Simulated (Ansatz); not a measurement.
Calculated with Ansatz (gas phase, PBE0-D4/def2-TZVP geometries, no zero-point term in ΔE). CCSD(T)/CBS adds triple-zeta CCSD(T) − MP2 to the extrapolated MP2 energy (def2 sets, frozen cores). DFT in def2-TZVPP. B3LYP here is the variant with VWN-RPA as its local correlation; programs differ in this. Each species was taken in one conformer, which may not be the lowest.

`CO[SiH2]S[SiH2]O` + `BN[SiH3]` → `BN[SiH2]OC` + `O[SiH2]S[SiH3]`  (redistribution)

| level | ΔE (kJ/mol) |
| --- | --- |
| PBE-D4 | 7.8 |
| r2SCAN-D4 | 5.7 |
| ωB97M-V | 5.8 |
| PBE0 | 1.1 |
| B3LYP | -1.0 |
| SCS-MP2/def2-TZVPP | 3.6 |
| HF/CBS(def2) | -9.5 |
| CCSD/CBS(def2) | 1.8 |

(1) What does CCSD(T)/CBS give? (Estimate.)

Largest T1 diagnostic among the species: 0.012.

Answers

(1) The calculation gave: +4.6 kJ/mol. The listed levels differ from it by 3.2, 1.1, 1.2, -3.5, -5.6, -1.0, -14.1, -2.8 kJ/mol.

The D4 term adds +7.5 kJ/mol with B3LYP and +4.3 kJ/mol with PBE0; it sums over pairs of atoms, weighted by their polarisabilities, and B3LYP, whose exchange is more repulsive, gets the larger term. In def2-TZVPP, CCSD(T) changes the Hartree–Fock value by +13.9 kJ/mol (the triples alone add +2.8 kJ/mol) and MP2 by +15.1 kJ/mol.
